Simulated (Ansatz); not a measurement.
Geometry optimisation, RHF/def2-SVP in Ansatz 0.2.0.

input.yaml

```yaml
crystal:
  periodic: [false, false, false]
  atoms:
    - { symbol: Ge, position_ang: [0.322161, -0.518162, -0.453003] }
    - { symbol: F, position_ang: [-0.906014, -0.759954, 2.14689] }
    - { symbol: F, position_ang: [1.237523, -0.174293, -1.845053] }
    - { symbol: F, position_ang: [0.221826, 0.997474, 0.304067] }
    - { symbol: Cl, position_ang: [-1.573465, -1.193856, -1.079574] }
    - { symbol: S, position_ang: [1.508998, -1.942096, 0.790402] }
    - { symbol: H, position_ang: [0.477061, -2.752337, 1.044539] }
    - { symbol: H, position_ang: [-0.053589, -0.684775, 2.455932] }
basis:
  gaussian: { orbitals: def2-SVP }
hamiltonian:
  xc: hf
relax:
  f_tol: 0.03
  max_steps: 50
output:
  orbitals: {}
```

Run as:

```bash
$ ansatz run input.yaml --threads 2 --pin off --max-ram 3072MiB --backend cpu --events-out ev --progress --plain --runs-dir out
```

Problem. Where does it end, and by what steps?

Solution. The run converged. After 18 steps the energy has fallen by 0.283 eV; H8 moved furthest, 0.74 Å.

| step | energy less start (eV) | largest force component (eV/Å) | accepted |
| --- | --- | --- | --- |
| 0 | 0.0000 | 0.448 | yes |
| 1 | -0.0735 | 0.476 | yes |
| 2 | -0.0719 | 1.730 | no |
| 3 | -0.0942 | 0.650 | yes |
| 4 | -0.1242 | 0.229 | yes |
| 5 | -0.1484 | 0.532 | yes |
| 6 | -0.0745 | 2.978 | no |
| 7 | -0.1762 | 0.341 | yes |
| 8 | -0.2045 | 0.294 | yes |
| 9 | -0.2381 | 0.311 | yes |
| 10 | -0.2499 | 0.251 | yes |
| 11 | -0.1157 | 3.765 | no |
| 12 | -0.2590 | 0.121 | yes |
| 13 | -0.2614 | 1.191 | yes |
| 14 | -0.2803 | 0.089 | yes |
| 15 | -0.2816 | 0.046 | yes |
| 16 | -0.2817 | 0.047 | yes |
| 17 | -0.2818 | 0.282 | yes |
| 18 | -0.2832 | 0.009 | yes |

```xyz
8
Properties=species:S:1:pos:R:3
Ge 0.373 -0.677 -0.558
F -0.725 -0.972 2.544
F 1.262 0.026 -1.822
F 0.218 0.577 0.609
Cl -1.587 -1.041 -1.263
S 1.484 -2.362 0.240
H 0.719 -2.448 1.334
H -0.510 -0.131 2.280
```

Whether the end is a true minimum wasn't checked by a vibrational analysis.

Time of the run: 42 s on 2 threads of Arm Neoverse V2 (shared host), peak memory 0.29 GiB.
